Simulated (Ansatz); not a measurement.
The same redistribution along the group Sc, Y.

Gas-phase electronic energies from Ansatz, PBE0-D4/def2-TZVP geometries. CCSD(T)/CBS adds triple-zeta CCSD(T) − MP2 to the extrapolated MP2 energy (def2 sets, frozen cores). DFT in def2-TZVPP. B3LYP here is the variant with VWN-RPA as its local correlation; programs differ in this. Elements past krypton have def2 core potentials. For Mo, Sc, Y outer-core shells are correlated without core-valence functions, which leaves a few kJ/mol of doubt a bond. Scalar relativity is left out up to krypton. One conformer a species, not always the lowest.

| reaction | B97M-V (kcal/mol) | MP2/CBS(def2) (kcal/mol) | B3LYP-D4 (kcal/mol) |
| --- | --- | --- | --- |
| `[CH3][Sc]([NH2])[NH2]` + `[NH2][Mo](=[O])(=[O])[F]` → `[NH2][Sc]([NH2])[F]` + `[CH3][Mo]([NH2])(=[O])=[O]` | -27.9 | -30.5 | -30.3 |
| `[CH3][Y]([NH2])[NH2]` + `[NH2][Mo](=[O])(=[O])[F]` → `[NH2][Y]([NH2])[F]` + `[CH3][Mo]([NH2])(=[O])=[O]` | -28.2 | -32.5 | -31.1 |

Task: Give the CCSD(T)/CBS values in the same order. (An estimate is asked.)

Result: Computed: -30.7, -32.6 kcal/mol.

Largest T1 diagnostic: 0.025, for `[CH3][Mo]([NH2])(=[O])=[O]`.
